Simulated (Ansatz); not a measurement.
Ansatz (a program for electronic structure) input (B3LYP-D3(BJ)/def2-TZVP):

Ansatz 0.2 input:
```yaml
crystal:
  periodic: [false, false, false]
  atoms:
    - {symbol: C, position_ang: [-2.02698296, 0.40508274, -0.06328111]}
    - {symbol: C, position_ang: [-0.71001233, 0.00832303, -0.44862500]}
    - {symbol: C, position_ang: [0.36350726, 0.14300469, 0.61686624]}
    - {symbol: C, position_ang: [1.74710915, -0.23806541, 0.11762550]}
    - {symbol: Cl, position_ang: [2.31129193, 0.91706769, -1.12362933]}
    - {symbol: Cl, position_ang: [-0.83308236, -1.86829737, -0.85364953]}
    - {symbol: H, position_ang: [-2.78211123, 0.58094146, -0.80542606]}
    - {symbol: H, position_ang: [-2.33221882, 0.34443878, 0.96498004]}
    - {symbol: H, position_ang: [-0.38902209, 0.40510346, -1.41133207]}
    - {symbol: H, position_ang: [0.11284615, -0.49044910, 1.47026120]}
    - {symbol: H, position_ang: [0.37394439, 1.18314203, 0.95197268]}
    - {symbol: H, position_ang: [1.74053820, -1.22390555, -0.34547220]}
    - {symbol: H, position_ang: [2.47683663, -0.20855242, 0.92588346]}
basis:
  gaussian:
    orbitals: def2-TZVP
hamiltonian:
  xc: b3lyp
  dispersion: d3bj
magnetization: {spin_polarized: true, initial_magnetization: 1}
relax: {f_tol: 0.002, max_steps: 150}
```

End of the output:

```
Total energy: -29310.09143500 eV, -1077.1259931427 hartree
Atom 0 at    -2.049403     0.392716    -0.034373 Å, force    -0.000367     0.000415     0.000153 eV/Å
Atom 1 at    -0.716727    -0.004364    -0.466376 Å, force     0.000134     0.000870    -0.000213 eV/Å
Atom 2 at     0.365270     0.142833     0.588569 Å, force     0.000691     0.000197    -0.000332 eV/Å
Atom 3 at     1.759961    -0.245012     0.142806 Å, force    -0.000604     0.000301    -0.000616 eV/Å
Atom 4 at     2.355874     0.820561    -1.193329 Å, force    -0.000539    -0.000768     0.001102 eV/Å
Atom 5 at    -0.817946    -1.832298    -0.962771 Å, force     0.000680    -0.000408     0.000103 eV/Å
Atom 6 at    -2.811803     0.624822    -0.763327 Å, force    -0.000053     0.000148     0.000127 eV/Å
Atom 7 at    -2.343499     0.274888     0.999949 Å, force    -0.000012    -0.000124    -0.000133 eV/Å
Atom 8 at    -0.424320     0.462093    -1.402751 Å, force     0.000035    -0.000354     0.000146 eV/Å
Atom 9 at     0.102653    -0.468591     1.456907 Å, force     0.000078    -0.000221     0.000010 eV/Å
Atom 10 at     0.367723     1.186736     0.914055 Å, force    -0.000237    -0.000117     0.000036 eV/Å
Atom 11 at     1.792486    -1.261013    -0.238964 Å, force     0.000063    -0.000320    -0.000213 eV/Å
Atom 12 at     2.472375    -0.135537     0.955780 Å, force     0.000131     0.000380    -0.000171 eV/Å
Dipole moment:    -0.149146     0.190000     0.441902 e Å
```

It need not be the lowest isomer of its formula.
